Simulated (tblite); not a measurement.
Isomers of C5H8ClO2 (doublet state). Level: GFN2-xTB in tblite, geometry and Hessian alike; calculated harmonic values, unscaled, isolated species. Errors from tens to a few hundred cm⁻¹ against measured bands are possible. One conformer each. Open shells enter through the occupations alone, without spin polarisation, and single modes of such species can be off by tens of per cent.

Electronic energies: GFN2-xTB at the same geometries; isomer energies are rough at this level and their order can be wrong.

| SMILES | electronic energy, lowest = 0 (kJ/mol) |
| --- | --- |
| [CH2][C@@H](Cl)[C@@H]1COCO1 | 46.9 |
| C[C](Cl)[C@H]1COCO1 | 0.0 |
| C/C(CO)=C(/Cl)C[O] | 134.6 |

How do GFN2-xTB zero-point energies change the relative energies?

| SMILES | ZPE (kJ/mol) | of it from modes above 1550 cm⁻¹ | electronic (kJ/mol) | with ZPE, lowest = 0 (kJ/mol) | lowest mode (cm⁻¹) | rings |
| --- | --- | --- | --- | --- | --- | --- |
| C[C](Cl)[C@H]1COCO1 | 320.6 | 140.6 | 0.0 | 0.0 | 39 | 1 |
| [CH2][C@@H](Cl)[C@@H]1COCO1 | 317.6 | 142.8 | 46.9 | 43.8 | 49 | 1 |
| C/C(CO)=C(/Cl)C[O] | 310.2 | 149.5 | 134.6 | 124.2 | 66 | 0 |

The zero-point energies span 10.4 kJ/mol, from `C/C(CO)=C(/Cl)C[O]` to `C[C](Cl)[C@H]1COCO1`. The order is unchanged.

What do entropy and thermal enthalpy add at 298.15 K and 1 bar (rigid rotor, harmonic oscillator, one conformer each)?

```tsv
SMILES	point group	symmetry number	S (J/(mol K))	H − H(0) (kJ/mol)	ZPE + H − H(0) − TS (kJ/mol)
C[C](Cl)[C@H]1COCO1	C1	1	403.0	25.67	226.1
[CH2][C@@H](Cl)[C@@H]1COCO1	C1	1	395.1	25.44	225.2
C/C(CO)=C(/Cl)C[O]	C1	1	403.1	27.15	217.1
```

S holds R ln(2S + 1) for the spin.
